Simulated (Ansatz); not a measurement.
C2H7FOSi can be A, `CO[SiH](C)F`, or B, `FCOC[SiH3]`.

Isolated molecules relaxed with PBE0-D4/def2-TZVP in Ansatz; ΔE leaves out vibrations. CCSD(T)/CBS adds triple-zeta CCSD(T) − MP2 to the extrapolated MP2 energy (def2 sets, frozen cores). DFT in def2-TZVPP. B3LYP here is the variant with VWN-RPA as its local correlation; programs differ in this. One conformer a species, not always the lowest.

Task: Which is lower in electronic energy at CCSD(T)/CBS, and by how much? (Best estimate.)

Result: The calculation gave: A, by 97.2 kcal/mol.

Task: Give E(B) − E(A) in kcal/mol with PBE0-D4, MP2/def2-TZVPP, r2SCAN-D4, HF/def2-TZVPP, B2PLYP, ωB97M-V, B3LYP-D4. (Estimate.)

Result: The calculation gave: PBE0-D4 92.0, MP2/def2-TZVPP 99.3, r2SCAN-D4 94.7, HF/def2-TZVPP 98.0, B2PLYP 96.3, ωB97M-V 94.7, B3LYP-D4 93.8. None reverses the order clearly.

Largest T1 diagnostic: 0.012.

From PBE to PBE0 (25 % exact exchange), in def2-TZVPP and without D4, E(B) − E(A) moves by +3.2 kcal/mol.
